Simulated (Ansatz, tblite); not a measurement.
Adding an electron: Cu3Se⁺. Total charge 1; singlet. Geometry: r2SCAN-D4/def2-SVP. Ansatz, gas phase; energy differences of separate SCF runs; the reduced species was run as a doublet alone.

Cartesian coordinates in Å:
```
Cu -0.043 -0.388 1.449
Cu -1.350 -0.117 -0.648
Cu 1.053 -0.764 -0.751
Se 0.339 1.269 -0.051
```

The xTB rows come from tblite. The structure comes from a short search, and lower isomers may exist.

```json
{"level": "GFN1-xTB", "−HOMO (eV)": "16.52", "−LUMO (eV)": "14.63", "vertical EA (eV)": "11.89", "HOMO–LUMO gap (eV)": "1.90"}
{"level": "GFN2-xTB", "−HOMO (eV)": "15.15", "−LUMO (eV)": "12.35", "vertical EA (eV)": "10.10", "HOMO–LUMO gap (eV)": "2.80"}
{"level": "PBE-D4/def2-TZVP", "−HOMO (eV)": "10.52", "−LUMO (eV)": "8.58", "vertical EA (eV)": "6.17", "HOMO–LUMO gap (eV)": "1.94"}
{"level": "r2SCAN-D4/def2-TZVP", "−HOMO (eV)": "10.56", "−LUMO (eV)": "8.35", "vertical EA (eV)": "6.08", "HOMO–LUMO gap (eV)": "2.20"}
{"level": "PBE0-D4/def2-TZVP", "−HOMO (eV)": "11.63", "−LUMO (eV)": "7.62", "vertical EA (eV)": "5.97", "HOMO–LUMO gap (eV)": "4.01"}
```

  Raw xTB energy differences between charge states are shifted by several eV; the methods need an empirical correction for them.
